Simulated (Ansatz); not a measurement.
Consider the formal exchange of groups at the Al–Cl bond: `[Cl][Al]([Br])[Br]` + `CCN` → `[NH2][Al]([Br])[Br]` + `CCCl`.

Program: Ansatz. Geometries: PBE0-D4/def2-TZVP. ΔE: electronic, gas phase. CCSD(T)/CBS adds triple-zeta CCSD(T) − MP2 to the extrapolated MP2 energy (def2 sets, frozen cores). DFT in def2-TZVPP. B3LYP here is the variant with VWN-RPA as its local correlation; programs differ in this. HSE06 is defined as in plane-wave codes. For Br outer-core shells are correlated without core-valence functions, which leaves a few kJ/mol of doubt a bond. Scalar relativity is left out up to krypton. Each species was taken in one conformer, which may not be the lowest.

| level | ΔE (kJ/mol) | difference from CCSD(T)/CBS |
| --- | --- | --- |
| LDA (SPW92) | 39.4 | -0.9 |
| PBE-D4 | 40.5 | 0.2 |
| r2SCAN-D4 | 40.1 | -0.2 |
| B97M-V | 43.7 | 3.4 |
| PBE0-D4 | 43.2 | 2.9 |
| B3LYP-D4 | 38.1 | -2.2 |
| r2SCANh-D4 | 41.0 | 0.7 |
| BHLYP-D4 | 41.6 | 1.3 |
| CAM-B3LYP-D4 | 37.9 | -2.4 |
| ωB97X-V | 40.7 | 0.4 |
| ωB97M-V | 39.9 | -0.4 |
| B2PLYP | 38.1 | -2.2 |
| PBE-QIDH | 43.0 | 2.7 |
| PBE | 40.4 | 0.1 |
| revPBE | 40.9 | 0.6 |
| BLYP | 35.5 | -4.8 |
| r2SCAN | 40.2 | -0.1 |
| PBE0 | 43.1 | 2.8 |
| B3LYP | 38.0 | -2.3 |
| r2SCANh | 41.0 | 0.7 |
| r2SCAN0 | 42.2 | 1.9 |
| HSE06 | 43.3 | 3.0 |
| CAM-B3LYP | 37.8 | -2.5 |
| LC-ωPBE | 40.9 | 0.6 |
| RPA@PBE/def2-TZVPP | 38.7 | -1.6 |
| HF/def2-SVP | 63.4 | 23.1 |
| MP2/def2-SVP | 58.4 | 18.1 |
| CCSD/def2-SVP | 60.6 | 20.3 |
| CCSD(T)/def2-SVP | 60.4 | 20.1 |
| HF/def2-TZVPP | 44.8 | 4.5 |
| MP2/def2-TZVPP | 39.0 | -1.3 |
| SCS-MP2/def2-TZVPP | 38.2 | -2.1 |
| CCSD/def2-TZVPP | 40.7 | 0.4 |
| CCSD(T)/def2-TZVPP | 39.9 | -0.4 |
| HF/def2-QZVPP | 44.3 | 4.0 |
| MP2/def2-QZVPP | 39.1 | -1.2 |
| SCS-MP2/def2-QZVPP | 38.3 | -2.0 |
| HF/CBS(def2) | 44.3 | 4.0 |
| MP2/CBS(def2) | 39.4 | -0.9 |
| CCSD/CBS(def2) | 41.1 | 0.8 |
| CCSD(T)/CBS | 40.3 | 0 |

What do rigid-rotor, harmonic-oscillator terms from PBE0-D4/def2-TZVP frequencies (298.15 K, 1 bar) make of the CCSD(T)/CBS value? (Estimate.)

The calculation gave: ΔZPE = -4.9 kJ/mol, ΔH = +35.9 kJ/mol, ΔS = 3 J/(mol·K), ΔG = +34.9 kJ/mol.

Largest T1 diagnostic among the species: 0.008.

From BLYP to BHLYP (50 % exact exchange), in def2-TZVPP and without D4, ΔE moves by +5.5 kJ/mol. In def2-TZVPP, CCSD(T) changes the Hartree–Fock value by −4.9 kJ/mol (the triples alone add −0.8 kJ/mol) and MP2 by −5.8 kJ/mol.
